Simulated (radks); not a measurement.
Problem. The table gives one normalised radial function P(r) = r R(r) of Re in [Xe] 4f14 5d5 6s2 (r in bohr). Calculated with a radial shooting solver on a logarithmic mesh with Libxc functionals: scalar-relativistic Kohn-Sham, Slater X-alpha with alpha = 0.612, spin-unpolarised, spherical densities, finite nucleus; Fermi nuclear charge, rms radius 5.3698 fm.

r,P
0.0031,0.0120
0.004202,0.0197
0.005695,0.0321
0.00778,0.0520
0.01054,0.0812
0.01429,0.1223
0.01937,0.1743
0.02646,0.2300
0.03586,0.2637
0.0486,0.2384
0.06639,0.1086
0.08998,-0.1164
0.1219,-0.3327
0.1666,-0.3341
0.2258,-0.0001
0.306,0.4435
0.418,0.5041
0.5665,-0.0250
0.7678,-0.7333
1.049,-1.0585
1.422,-0.8507
1.927,-0.4423
2.632,-0.1433
3.567,-0.0286
4.835,-0.0030
6.605,-0.0001
8.951,0.0000

Which n and l does it have? It may be an empty orbital.

Solution. n = 5, l = 1: the number of nodes gives n - l - 1 = 3, the rise at small r (about r^(l+1), flatter next to the nucleus through relativity) gives l, and the extent must fit the shell. The curve is that of 5p. 5p: eigenvalue -45.031 eV, 3 radial nodes at r = 0.0778, 0.226, 0.561 bohr, <r> = 1.21 bohr, 90 % of the charge inside 1.77 bohr.
